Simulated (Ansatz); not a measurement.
**The atomisation energy (no zero-point term) down a group: F to Br**

One atom is swapped for its congeners: SiH2(SiH3)F; SiH2(SiH3)Cl; SiH2(SiH3)Br. All are singlets with charge 0.

Shapes, held fixed at every level: PBE0-D4/def2-TZVP. Programs: Ansatz 0.2.0. Values in eV.

```csv
level,SiH2(SiH3)F,SiH2(SiH3)Cl,SiH2(SiH3)Br
HF/def2-TZVPP,19.68,18.41,17.89
PBE-D4/def2-TZVPP,25.24,23.51,22.94
B3LYP-D4/def2-TZVPP,25.51,23.74,23.17
BHLYP-D4/def2-TZVPP,25.19,23.60,23.05
B2PLYP/def2-TZVPP,25.24,23.42,22.86
CCSD/def2-TZVPP,24.80,23.04,22.51
CCSD(T)/def2-TZVPP,25.00,23.25,22.72
```

At CCSD(T)/def2-TZVPP the atomisation energy falls at every step, from 25.00 to 22.72 eV. Every level shows the same order. Relativity is left out for Br unless named. Correlated rows may include outer-core shells of Br, which these sets cover unevenly. Spin-orbit coupling, which grows down the group, is left out (summed over each molecule's free atoms 0.05, 0.07, 0.19 eV).
